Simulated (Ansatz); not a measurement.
`BCBr`. Charge 0, multiplicity 1. The structure was optimised at the PBE0-D4/def2-TZVP level.

```xyz
7

B     0.713   -0.440   -0.198
C    -0.672    0.029    0.329
Br   -0.096    1.698   -0.584
H     1.674   -0.317    0.499
H     0.781   -0.973   -1.263
H    -0.812    0.287    1.375
H    -1.589   -0.284   -0.158
```

Question: What is the dipole moment at ωB97M-V/def2-TZVPP? (Best estimate.)

Answer: Ansatz gave: 1.55 D, with components (-1.35, -0.13, 0.74) D in this frame, pointing from negative to positive charge.

Question: And with PBE, r2SCAN, B3LYP? (Estimate.)

Answer: Ansatz gave: PBE 1.55 D, r2SCAN 1.58 D, B3LYP 1.54 D.

Question: Give the Mulliken charges with ωB97M-V, r2SCAN, PBE in def2-TZVPP. (Estimate.)

Answer: Ansatz gave: 
| atom | ωB97M-V | r2SCAN | PBE |
| --- | --- | --- | --- |
| B1 | -0.29 | -0.13 | -0.19 |
| C2 | -0.23 | -0.11 | -0.17 |
| Br3 | 0.00 | -0.03 | 0.00 |
| H4 | 0.09 | 0.02 | 0.03 |
| H5 | 0.09 | 0.02 | 0.03 |
| H6 | 0.17 | 0.12 | 0.15 |
| H7 | 0.17 | 0.12 | 0.15 |

B3LYP here is the variant with VWN-RPA as its local correlation; programs differ in this.
